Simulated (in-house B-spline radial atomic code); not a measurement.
Binding energies in Pm VI (Pm5+)

NIST's tabulated ground configuration is [Kr] 4d10 4f3 5s2 5p5; each binding energy is the energy of the ion with one electron taken from that subshell, relaxed, less that of the parent. Method: Dirac-Hartree-Fock, average of configuration, Fermi nucleus of rms radius 4.962 fm. Calculated with an all-electron radial atomic-structure program (B-spline basis). Energies include first-order Breit, QED and recoil terms.

```json
{"subshell": "1s", "X-ray name": "K", "binding energy (eV)": "45260.6", "-ε (eV)": "45516.4", "relaxation (eV)": "71.5"}
{"subshell": "3s", "X-ray name": "M1", "binding energy (eV)": "1734.4", "-ε (eV)": "1755.9", "relaxation (eV)": "17.6"}
{"subshell": "3d3/2", "X-ray name": "M4", "binding energy (eV)": "1133.7", "-ε (eV)": "1154.4", "relaxation (eV)": "19.5"}
{"subshell": "3d5/2", "X-ray name": "M5", "binding energy (eV)": "1109.9", "-ε (eV)": "1129.7", "relaxation (eV)": "19.2"}
{"subshell": "4s", "X-ray name": "N1", "binding energy (eV)": "419.6", "-ε (eV)": "426.3", "relaxation (eV)": "5.9"}
{"subshell": "4d3/2", "X-ray name": "N4", "binding energy (eV)": "206.9", "-ε (eV)": "211.9", "relaxation (eV)": "4.9"}
{"subshell": "4d5/2", "X-ray name": "N5", "binding energy (eV)": "202.5", "-ε (eV)": "207.2", "relaxation (eV)": "4.8"}
{"subshell": "5s", "X-ray name": "O1", "binding energy (eV)": "108.8", "-ε (eV)": "109.7", "relaxation (eV)": "0.7"}
{"subshell": "5p", "X-ray name": "O2,3", "binding energy (eV)": "83.63", "-ε (eV)": "84.25", "relaxation (eV)": "0.56"}
{"subshell": "4f", "X-ray name": "N6,7", "binding energy (eV)": "74.8", "-ε (eV)": "78.02", "relaxation (eV)": "3.37"}
```

Relaxation = -ε minus the binding energy without Breit, QED and recoil terms.

(1) What does it cost to remove both a 5s and a 5p electron?

(2) What does it cost to remove both a 3d5/2 and a 5p electron?

(3) What does it cost to remove two 5p electrons?

Answers

(1) 206.45 eV, which is 13.98 eV more than the two single binding energies together.

(2) 1211.4 eV, which is 17.84 eV more than the two single binding energies together.

(3) 181.8 eV, which is 14.54 eV more than the two single binding energies together.
